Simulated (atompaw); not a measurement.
How hard is this Sr (Z = 38) PAW (atompaw) potential?

atompaw 4.2.0.5 input, output lines left out:

```
Sr 38
GGA-PBE scalarrelativistic loggrid 1500 logderivrange -5 5 251
5 5 4 0 0 0
5 0 0
5 1 0
4 2 0
0 0 0
c
c
c
c
v
c
c
v
v
c
v
2
3.00 2.75 2.80 2.10
y
-0.65
n
n
y
-0.5
n
custom polynom gramschmidtortho sinc
bessel
3.00
3.00
2.05
3.00
3.00
3.00
```

The pseudo-atom Hamiltonian at the reference potential is diagonalised in spherical Bessel functions j_l(qr) that vanish at 20 bohr, with q² up to the cutoff. All-electron valence levels (Ry): 5s -0.9992, 4p -2.6839, 5p -0.7209, 4d -0.9768.

Q: How do the lowest levels (Ry) of each channel move with the cutoff, and are there ghosts?

A:

```tsv
cutoff (Ry)	s #1	s #2	s #3	p #1	p #2	d #1	f #1	Σ f·Δε (mRy)
8	-4.2892	-0.9990	-0.4126	-2.4841	-0.7206	-0.9727	-0.2758	1198.9
10	-4.3001	-0.9991	-0.4126	-2.6259	-0.7207	-0.9761	-0.2758	348.2
15	-4.3011	-0.9992	-0.4127	-2.6827	-0.7208	-0.9765	-0.2758	7.7
18	-4.3021	-0.9992	-0.4127	-2.6833	-0.7209	-0.9768	-0.2758	3.7
21	-4.3022	-0.9992	-0.4127	-2.6833	-0.7209	-0.9768	-0.2758	3.5
25	-4.3023	-0.9992	-0.4127	-2.6836	-0.7209	-0.9768	-0.2758	1.8
35	-4.3024	-0.9992	-0.4127	-2.6839	-0.7209	-0.9768	-0.2758	0.1
40	-4.3024	-0.9992	-0.4127	-2.6839	-0.7209	-0.9768	-0.2758	0.1
400	-4.3024	-0.9992	-0.4127	-2.6839	-0.7209	-0.9768	-0.2758	0.0
```

Result: ghost state, extra bound levels that the all-electron valence spectrum of the same l lacks: s at -58.5 eV (a true bound ghost makes a file unfit for plane-wave use); 10 mRy is reached at 15 Ry and 1 mRy at 30 Ry.
